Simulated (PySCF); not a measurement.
Species: C6H9N.
Z-matrix (Å and degrees, PBE0-D3(BJ)/def2-SVP geometry), rows numbered from 1:
```
C 
C   1  1.3397
C   2  1.4640  1  125.07
C   3  1.3451  2  121.22  1  -173.45
C   3  1.4923  2  117.62  1     9.86
N   5  1.2677  3  129.23  2  -122.55
C   6  1.4361  5  121.89  3     2.25
H   1  1.0941  2  122.03  3     0.37
H   1  1.0924  2  120.99  3   179.68
H   2  1.0963  1  119.31  3  -179.30
H   4  1.0927  3  121.61  2  -178.62
H   4  1.0942  3  120.94  2     0.58
H   5  1.1046  3  114.30  2    57.05
H   7  1.1032  6  108.92  5  -113.64
H   7  1.1020  6  108.48  5   131.58
H   7  1.1049  6  115.70  5     8.64
```

All values: wB97X-D/def2-SVPD (PySCF, non-relativistic), on one gas-phase PBE0-D3(BJ)/def2-SVP geometry that isn't relaxed in the solvent. The solvent is an IEF-PCM continuum (Bondi radii, 1.10 Å for H, scaled by 1.2), and excitations are vertical TDDFT with non-equilibrium linear response and a frozen core. The model holds no explicit solvent molecules, cavitation or dispersion.

Gas-phase singlets (H = HOMO, L = LUMO):

```json
{"state": "S1", "E (eV)": "4.615", "λ (nm)": "269", "f": "0.003", "leading configurations": "H-1→L 46%, H-1→L+1 38%"}
{"state": "S2", "E (eV)": "5.598", "λ (nm)": "221", "f": "0.248", "leading configurations": "H→L 76%, H-1→L+1 20%"}
{"state": "S3", "E (eV)": "5.663", "λ (nm)": "219", "f": "0.095", "leading configurations": "H-1→L 50%, H-1→L+1 24%"}
{"state": "S4", "E (eV)": "6.144", "λ (nm)": "202", "f": "0.204", "leading configurations": "H→L+1 76%, H-1→L+1 11%"}
{"state": "S5", "E (eV)": "6.566", "λ (nm)": "189", "f": "0.121", "leading configurations": "H-2→L 95%"}
```

**Question.** How does the list change in benzene (ε = 2.271)?

**Answer.** 
| state | E (eV) | λ (nm) | f | leading configurations | change by rank (eV) |
| --- | --- | --- | --- | --- | --- |
| S1 | 4.687 | 265 | 0.005 | H-1→L 49%, H-1→L+1 42% | +0.072 |
| S2 | 5.411 | 229 | 0.494 | H→L 91% | -0.187 |
| S3 | 5.755 | 215 | 0.006 | H-1→L 44%, H-1→L+1 42% | +0.092 |
| S4 | 6.023 | 206 | 0.230 | H→L+1 87% | -0.121 |
| S5 | 6.588 | 188 | 0.125 | H-2→L 96% | +0.022 |

**Question.** How does the list change in water (ε = 78.36)?

**Answer.** 
| state | E (eV) | λ (nm) | f | leading configurations | change by rank (eV) |
| --- | --- | --- | --- | --- | --- |
| S1 | 4.802 | 258 | 0.006 | H-1→L 50%, H-1→L+1 42% | +0.187 |
| S2 | 5.449 | 228 | 0.400 | H→L 88% | -0.149 |
| S3 | 5.894 | 210 | 0.028 | H-1→L 37%, H-1→L+1 34% | +0.231 |
| S4 | 5.993 | 207 | 0.259 | H→L+1 69%, H-1→L+1 15% | -0.151 |
| S5 | 6.687 | 185 | 0.124 | H-2→L 95% | +0.121 |

**Question.** The ground-state energy changes by -0.214 eV from gas to water. By how much does the total energy of gas-phase S2 change?

**Answer.** E(S2) = E(S0) + excitation energy, so it changes by -0.214 − 0.149 = -0.363 eV: it is lowered more than the ground state, which is what a red shift means. This is the vertical state, with the slow part of the continuum still set for S0.

**Question.** How do the frontier levels move from gas to water?

**Answer.** 
| orbital | gas (eV) | solvent (eV) | change (eV) | Löwdin shares, gas | Löwdin shares, solvent |
| --- | --- | --- | --- | --- | --- |
| LUMO+2 | 2.38 | 2.50 | +0.12 | C4 19 %, C7 12 %, C2 11 %, C1 10 % | C7 16 %, C4 14 %, C1 12 %, C2 10 % |
| LUMO+1 | 1.59 | 1.55 | -0.04 | N6 27 %, C5 26 %, C1 10 %, C2 10 % | N6 26 %, C5 26 %, C1 11 %, C2 10 % |
| LUMO | 0.43 | 0.52 | +0.09 | C4 27 %, C1 18 %, C3 17 %, C2 11 % | C4 27 %, C1 17 %, C3 16 %, C2 11 % |
| HOMO | -8.81 | -8.73 | +0.08 | C4 22 %, C1 20 %, C3 17 %, C2 15 % | C4 24 %, C1 23 %, C3 18 %, C2 17 % |
| HOMO-1 | -8.98 | -9.20 | -0.22 | N6 53 %, C7 10 %, C5 10 %, C3 7 % | N6 54 %, C7 11 %, C5 11 %, C3 7 % |
| HOMO-2 | -10.34 | -10.41 | -0.07 | N6 32 %, C5 24 %, C7 11 %, C2 7 % | N6 31 %, C5 23 %, C7 12 %, C2 8 % |
| HOMO-3 | -11.53 | -11.48 | +0.05 | C3 23 %, C2 22 %, C4 14 %, C1 12 % | C3 23 %, C2 22 %, C4 13 %, C1 12 % |

The HOMO–LUMO gap goes from 9.24 to 9.25 eV.

Rough CPU time on one thread of a shared machine: about 80 s. This is the whole response run at wB97X-D/def2-SVPD in water, SCF included.

The pairwise dispersion term of wB97X-D wasn't added to the energies; at a given geometry it leaves orbitals and properties as they are.
